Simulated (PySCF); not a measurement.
Match each property card to its molecule.

Structures:
1. `CC[SiH]1CC=CC1`
2. `C#C/C=C\O[SiH3]`
3. `C[C@H]1SC=C(C1)F`
4. `[C@@H]1([Si@H](F)OC1)C`

Card P (geometry GFN2-xTB):
* Rotational constants A, B, C: 4.835, 2.311, 1.813 GHz
* Static isotropic polarisability (wB97X-D/def2-SVPD): 59.6 au
* Core binding energies (ΔSCF SCAN, pcX-2 on the ionised atom, pcseg-1 elsewhere, spin-free X2C, 2p3/2 from a spin–orbit splitting computed afterwards within the 2p shell): Si2p3/2 108.1, C1s 290.5, C1s 291.0, C1s 292.3, O1s 537.9, F1s 692.4, Si1s 1848.1 eV
* Point group: C1
* Lowest singlet excitation (TDDFT wB97X-D/def2-SVPD): 7.15 eV (173 nm, f = 0.025)

Card Q (geometry GFN2-xTB):
* Rotational constants A, B, C: 4.328, 1.382, 1.185 GHz
* Static isotropic polarisability (PBE0/def2-SVPD): 93.8 au
* Lowest singlet excitation (TDDFT PBE0/def2-SVPD): 6.55 eV (189 nm, f = 0.003)
* Point group: C1
* Strongest line among the 6 lowest singlet transitions (TDDFT PBE0/def2-SVPD): S4 at 7.16 eV (173 nm, f = 0.108)
* HOMO energy (PBE0/def2-SVPD): -6.94 eV

Card R (geometry GFN2-xTB):
* Rotational constants A, B, C: 7.922, 1.370, 1.183 GHz
* Static isotropic polarisability (PBE0/def2-SVPD): 80.7 au
* Lowest triplet excitation (Tamm–Dancoff) (TDA PBE0/def2-SVPD): 3.32 eV
* HOMO energy (PBE0/def2-SVPD): -6.56 eV
* Lowest singlet excitation (TDDFT PBE0/def2-SVPD): 5.38 eV (230 nm, f = 0.001)
* Point group: Cs
* Isotropic shieldings of nuclei other than C and H, by class (GIAO PBE0/pcSseg-1): 229 (1 O), 385 (1 Si) ppm

Card S (geometry GFN2-xTB):
* Rotational constants A, B, C: 3.466, 1.850, 1.372 GHz
* Static isotropic polarisability (PBE0/def2-SVPD): 76.5 au
* 13C chemical shifts (computed TMS as zero) by class (GIAO PBE0/pcSseg-1): 157.7 (1 C), 107.6 (1 C), 43.9 (1 C), 42.0 (1 C), 27.1 (1 C) ppm
* HOMO energy (PBE0/def2-SVPD): -5.90 eV
* Lowest singlet excitation (TDDFT PBE0/def2-SVPD): 4.57 eV (272 nm, f = 0.001)

Each SMILES stands for a single optimised conformer of the isolated species, non-relativistic unless stated. Electronic properties by PySCF. NMR classes are plain means over equivalent atoms (diastereotopic ones count apart unless rotation or inversion swaps them), as if these changed places fast.

Problem. Which card belongs to which structure?

Solution. P = 4, Q = 1, R = 2, S = 3. What ties each card to its structure:
- 1 (card Q), C6H12Si, monoisotopic mass 112.1 u, 7 heavy atoms: an asymmetric top with C = 1.185 GHz; polarisability 93.8 au for 62 electrons.
- 2 (card R), C4H6OSi, monoisotopic mass 98.0 u, 6 heavy atoms: point group Cs; an asymmetric top with C = 1.183 GHz, the lowest such constant on the cards; polarisability 80.7 au for 52 electrons.
- 3 (card S), C5H7FS, monoisotopic mass 118.0 u, 7 heavy atoms: 5 C in 5 classes; the least shielded carbon (157.7 ppm) is a vinylic C–F carbon; an asymmetric top with C = 1.372 GHz; polarisability 76.5 au for 62 electrons.
- 4 (card P), C3H7FOSi, monoisotopic mass 106.0 u, 6 heavy atoms: core lines of C, F, O and Si; an asymmetric top with C = 1.813 GHz, the highest such constant on the cards; polarisability 59.6 au for 56 electrons.
